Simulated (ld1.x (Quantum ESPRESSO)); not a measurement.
PBE TM dataset for Ti (Z = 22), non-relativistic all-electron reference.

| Quantity | Value |
| --- | --- |
| Element | Ti (Z = 22) |
| Generator | ld1.x (Quantum ESPRESSO) 7.5 |
| Type | norm-conserving Troullier–Martins (Kleinman–Bylander form) |
| Functional | PBE |
| Relativity | non-relativistic |
| Frozen core | [Ne] |
| Valence charge | 12 |
| Reference configuration | 3s2 3p6 3d2 4s1.5 4p0 (charge +0.5) |
| Partial waves | 3s (bound): rc 1.25 bohr; 3d (bound): rc 2.45 bohr; 3p (bound): rc 0.95 bohr |
| Local potential | the p channel |
| Core correction | Bessel-smoothed model core inside 0.80 bohr |

Occupied shells without a wave of their own: 4s. They enter only through the test configuration that unscreens the potential, and ld1.x also counts them in the model core charge.

All-electron outer shells of the reference configuration (PBE, non-relativistic, ld1.x):

```tsv
shell	level (eV)	outermost node (bohr)	outermost maximum (bohr)
2p	-446.87	–	0.22
3s	-65.26	0.40	0.88
3p	-42.24	0.37	0.90
3d	-7.80	–	0.97
4s	-7.26	1.25	2.85
4p	-3.93	1.38	3.57
```

Results:

```
Cutoffs needed           : 90 Ry and 160 Ry (the cutoffs (Ry, on a coarse ladder) from which the occupation-weighted sum of valence levels, in a spherical-Bessel basis at the reference potential, stays within 10 and 1 mRy of its value at 400 Ry)
Ghost test               : no extra level below or beside the all-electron valence levels (s, d, p, f tested) (spherical-Bessel basis up to 400 Ry, 20 bohr box)
Largest excitation error : -599 meV (all-electron minus pseudo) for 3s2 3p6 3d2 4s0 4p0, out of 7 test configurations
```

ld1.x takes every shell without a wave as core, so the model core holds the 4s electrons as well and exchange and correlation see them twice. This cancels in the reference configuration, but the file is broken for other ones, and its errors say nothing about a proper core correction.

Generation and tests took about 1.5 s on one core of a shared server CPU.
